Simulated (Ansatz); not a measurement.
Two structures of Si$_{2}$NH$_{9}$OF$_{2}$, singlet, reached by relaxing down either side of one saddle point (PBE0-D4/def2-TZVP). Energies are electronic, without zero-point energy. Program: Ansatz 0.2.0. Basis: def2-TZVPP and def2-QZVPP. Cores are frozen in the correlated methods. Extrapolation: Hartree–Fock as exp(−7.88 √X), correlation as X^−2.97. First:

```xyz
15
angstrom
Si -1.2825 -0.3208 -0.5037
Si 0.7315 -1.5013 -0.7703
F -1.6153 0.2097 1.0021
F -2.2318 -1.6494 -0.4308
H -1.9892 0.3852 -1.5983
H 0.5852 1.4712 0.2712
N -0.0730 1.5151 -0.5097
H 1.5322 0.0743 2.4158
O 0.9485 0.7722 2.1105
H 1.0802 -2.1706 0.5164
H 0.6069 -2.5531 -1.8145
H 1.8850 -0.6269 -1.1369
H 0.4437 1.6531 -1.3706
H -0.6741 2.3199 -0.3692
H 0.0528 0.4214 2.1879
```

Second:

```
15
angstrom
Si -1.9554 0.7873 -0.2654
Si 1.6502 -1.8801 -0.5043
F -3.2582 1.4659 -0.8651
F -2.2956 0.5502 1.2669
H -1.7105 -0.4895 -0.9442
H 0.5712 0.8301 1.0852
N -0.5796 1.7814 -0.3541
H 0.4056 -2.3089 0.1786
O 1.0736 0.1920 1.6133
H 2.8019 -1.8441 0.4234
H 1.9386 -2.8662 -1.5847
H 1.4492 -0.5619 -1.1607
H 0.0508 1.6516 -1.1318
H -0.6244 2.7529 -0.0836
H 0.4827 -0.0605 2.3265
```

**Question.** Which bonds change from the first to the second?

**Answer.** Si₂H₄F₂ ([F][SiH]([F])[SiH3]) + H₂O + NH₃ → SiNH₃F₂ ([NH2][SiH]([F])[F]) + SiH₄ + H₂O; bonds formed: Si2–H8, H6–O9; dative contacts that become bonds: Si1–N7; bonds broken: Si1–Si2, H6–N7, H8–O9.

**Question.** Give the saddle point's structure and its height above each. (To be estimated.)

**Answer.** By the calculation: 41.91 kcal/mol above the first and 56.29 kcal/mol above the second (CCSD(T) at an estimated basis limit (MP2 extrapolated from triple and quadruple zeta, plus CCSD(T) − MP2 in triple zeta)).
Si1  (-1.371, 0.209, -0.469)
Si2  (1.112, -1.479, -0.626)
F3  (-2.691, 1.079, -0.754)
F4  (-1.795, -0.557, 0.859)
H5  (-1.191, -0.546, -1.713)
H6  (0.272, 1.124, 1.091)
N7  (-0.268, 1.546, -0.015)
H8  (0.895, -0.369, 1.057)
O9  (0.864, 0.411, 1.850)
H10  (2.409, -2.116, -0.212)
H11  (0.245, -2.628, -1.047)
H12  (1.457, -0.804, -1.931)
H13  (0.527, 1.611, -0.645)
H14  (-0.740, 2.446, 0.020)
H15  (0.274, 0.073, 2.536)
(Å)

T1 diagnostic: at most 0.013.

Labels in which every atom is bracketed show which atoms are joined, not bond orders.

For scale, one of the runs: CCSD(T)/def2-TZVPP, 334 basis functions, launched by `ansatz run in.yaml --threads 4 --pin off --events-out ev --progress --plain --max-ram 46080MiB --backend cuda --devices 0, --max-vram 37GiB`. Time: 6 s of wall clock on 4 CPU threads of an AMD EPYC 7R13 and a share of one NVIDIA H100; the host was shared. Peak host memory: 0.87 GiB.
